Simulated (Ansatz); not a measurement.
Reaction (ligand exchange at a Ge–C bond): `C[CH2][Ge][Cl]` + H₂S → `[SH][Ge][Cl]` + `CC`

Isolated molecules relaxed with PBE0-D4/def2-TZVP in Ansatz; ΔE leaves out vibrations. CBS: MP2 limit from def2 TZ/QZ plus the TZ coupled-cluster correction, frozen cores. This one scheme is used for every species. Functionals use def2-TZVPP. For Ge outer-core shells are correlated without core-valence functions, which leaves a few kJ/mol of doubt a bond. Scalar relativity is left out up to krypton. Each species was taken in one conformer, which may not be the lowest.

CCSD(T)/CBS gives -117.3 kJ/mol.

(1) Another level gave -131.0 kJ/mol. Which?
A. BLYP-D4/def2-TZVPP
B. BLYP/def2-TZVPP
C. MP2/def2-TZVPP
D. HF/def2-TZVPP

(2) What do rigid-rotor, harmonic-oscillator terms from PBE0-D4/def2-TZVP frequencies (298.15 K, 1 bar) make of the CCSD(T)/CBS value? (An estimate is asked.)

Largest T1 diagnostic among the species: 0.014.

Results:

(1) A. BLYP-D4 -131.0, MP2/def2-TZVPP -118.9, BLYP -136.5, HF/def2-TZVPP -124.6 kJ/mol.

(2) Computed: ΔZPE = +12.5 kJ/mol, ΔH = -107.4 kJ/mol, ΔS = -16 J/(mol·K), ΔG = -102.7 kJ/mol. Modes under 50 cm⁻¹ make the entropy rough.

In def2-TZVPP, CCSD(T) changes the Hartree–Fock value by +8.7 kJ/mol (the triples alone add −1.7 kJ/mol) and MP2 by +5.7 kJ/mol. From r2SCAN to r2SCAN0 (25 % exact exchange), in def2-TZVPP and without D4, ΔE moves by +3.0 kJ/mol.
